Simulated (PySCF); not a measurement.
**Cr(12+) (chromium, charge +12): Hartree-Fock from Schrödinger to Dirac-Coulomb-Breit**

Occupied: 1s1/2, 2s1/2, 2p1/2, 2p3/2, 3s1/2. Hartree-Fock calculated with PySCF 2.14 in an uncontracted even-tempered set (18 s from 0.38 bohr⁻², ratio 2.7; 13 p from 0.45 bohr⁻², ratio 2.7), Gaussian nucleus throughout. NR is non-relativistic, sf-X2C the spin-free one-electron X2C Hamiltonian, X2C adds the bare one-electron spin-orbit term, X2C-SNSO screens it by Boettger's factors, DC is four-component Dirac-Coulomb, and the Gaunt and Breit terms are added at first order (total energies over the DC spinors, levels after relaxing the spinors in that mean field). QED terms are absent. Levels marked empty are virtual spinors of this ion; the basis has s and p functions only, so 3d, which can lie below the n = 4 levels, is absent.

```json
{"level (eV)": "1s1/2", "NR": "-6343.8", "sf-X2C": "-6389.2", "X2C": "-6389.1", "X2C-SNSO": "-6389.1"}
{"level (eV)": "2s1/2", "NR": "-1043.1", "sf-X2C": "-1053.1", "X2C": "-1053.0", "X2C-SNSO": "-1053.0"}
{"level (eV)": "2p1/2", "NR": "-933.36", "sf-X2C": "-935.17", "X2C": "-941.86", "X2C-SNSO": "-941.29"}
{"level (eV)": "2p3/2", "NR": "-933.36", "sf-X2C": "-935.17", "X2C": "-931.91", "X2C-SNSO": "-932.18"}
{"level (eV)": "3s1/2", "NR": "-349.30", "sf-X2C": "-351.58", "X2C": "-351.58", "X2C-SNSO": "-351.58"}
{"level (eV)": "3p1/2 (empty)", "NR": "-295.10", "sf-X2C": "-295.65", "X2C": "-296.83", "X2C-SNSO": "-296.73"}
{"level (eV)": "3p3/2 (empty)", "NR": "-295.10", "sf-X2C": "-295.65", "X2C": "-295.08", "X2C-SNSO": "-295.13"}
{"level (eV)": "4s1/2 (empty)", "NR": "-160.09", "sf-X2C": "-160.86", "X2C": "-160.86", "X2C-SNSO": "-160.86"}
```

Q: Where do the four-component calculations put these levels?

A: 1s1/2: DC -6391.6, DC+Gaunt -6385.6, DC+Breit -6385.9; 2s1/2: DC -1053.3, DC+Gaunt -1052.8, DC+Breit -1052.9; 2p1/2: DC -941.32, DC+Gaunt -940.53, DC+Breit -940.62; 2p3/2: DC -932.31, DC+Gaunt -931.77, DC+Breit -931.86; 3s1/2: DC -351.62, DC+Gaunt -351.53, DC+Breit -351.53; 3p1/2 (empty): DC -296.73, DC+Gaunt -296.59, DC+Breit -296.61; 3p3/2 (empty): DC -295.15, DC+Gaunt -295.05, DC+Breit -295.07; 4s1/2 (empty): DC -160.87, DC+Gaunt -160.84, DC+Breit -160.85 (eV).

```csv
Hamiltonian,E (hartree),E − E(DC) (hartree),CPU seconds
NR,-984.0438,6.4142,0.18
sf-X2C,-990.3182,0.1399,0.1
X2C,-990.3313,0.1267,0.12
X2C-SNSO,-990.3292,0.1288,0.12
DC,-990.4580,0.0000,5.5
DC+Gaunt,-990.0858,0.3722,11
DC+Breit,-990.1160,0.3420,34
```

Weight of the small component: 1s1/2 0.00743, 2s1/2 0.00138, 2p1/2 0.00134, 2p3/2 0.00132, 3s1/2 0.000398, 3p1/2 0.000364, 3p3/2 0.000361, 4s1/2 0.000165.

Koopmans' value for the highest occupied level at DC+Breit: 351.53 eV, against an ionisation energy of 354.7 ± 0.3 eV (semi-empirical (NIST evaluation); NIST Atomic Spectra Database, ionization energies); the former lacks relaxation, correlation, QED and recoil.

The whole ladder took 52 s of wall time on 1 thread of Intel(R) Xeon(R) 6975P-C (shared host), launched as `OMP_NUM_THREADS=1 python relrun2.py TASK.json OUT` (a driver that calls PySCF for each Hamiltonian).
